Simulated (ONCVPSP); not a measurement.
**Br: one change to an ONCV potential, before and after**

```json
{
  "Element": "Br",
  "Generator": "ONCVPSP 4.0.1",
  "Type": "optimised norm-conserving Vanderbilt (ONCV)",
  "Functional": "PBE",
  "Relativity": "scalar-relativistic",
  "Frozen core": "[Ar]",
  "Valence charge": "17",
  "Reference configuration": "3d10 4s2 4p3 (charge +2)",
  "Partial waves": "4s: rc 1.35 bohr, ncon 4, nbas 7, qcut 4.1 1/bohr, 2 projectors, debl 1.9 Ha; 4p: rc 1.70 bohr, ncon 4, nbas 7, qcut 5 1/bohr, 2 projectors, debl 2.7 Ha; 3d: rc 0.70 bohr, ncon 4, nbas 9, qcut 21.2 1/bohr, 2 projectors, debl 0.8 Ha",
  "Local potential": "polynomial inside 0.50 bohr (lpopt 5, dvloc0 0 Ha)",
  "Core correction": "none"
}
```

In the d channel the program set the typed energies aside and used -3.336, 0.250 Ha.

Change: local potential polynomial inside 0.50 bohr (lpopt 5, dvloc0 9.5 Ha).

Cutoffs: the cutoffs (Ha) at which the residual kinetic energy of the hardest occupied pseudo-wave falls to 1 and 0.1 mHa per electron; they do not see the model core or the augmentation charge, which bear on the density cutoff. Errors are all-electron minus pseudo energies relative to the spin-unpolarised reference configuration.

Problem. Predict the effect on cutoff, ghosts and configuration errors.

Solution. The potential gets neither clearly harder nor softer (192 Ha and 211 Ha → 192 Ha and 211 Ha); both files keep a bound ghost (p, s); of the 4 tests that both files solve, the error grows in 3 and shrinks in 1 by more than 15 % and 0.3 meV (median size 4.1 → 5.2 meV).

```csv
quantity,base,changed
"cutoff, loose",192 Ha,192 Ha
"cutoff, tight",211 Ha,211 Ha
bound ghosts,"s, p","s, p"
GHOST(+) flags under 300 eV,s at 174.0 eV,none
"error for 3d10 4s2 4p5, meV [ΔE -35.31 eV]",+5.9,+11
"error for 3d10 4s2 4p4, meV [ΔE -22.76 eV]",+4.1,+5.7
"error for 3d10 4s2 4p2, meV [ΔE 33.98 eV]",-4.1,-2.5
"error for 3d10 4s1 4p5, meV [ΔE -9.76 eV]",+1.9,+4.7
s: phases at 1.37 bohr within 0.05 rad from the reference energy up to (Ha; the scan ends near 5),4.8,to the end of the scan
p: phases at 1.72 bohr within 0.05 rad from the reference energy up to (Ha; the scan ends near 5),n/a,to the end of the scan
d: phases at 0.71 bohr within 0.05 rad from the reference energy up to (Ha; the scan ends near 5),to the end of the scan,to the end of the scan
```

 A true bound ghost makes a file unfit for plane-wave use even where its test errors are small: the radial tests pick states by their node count and pass the ghost by.
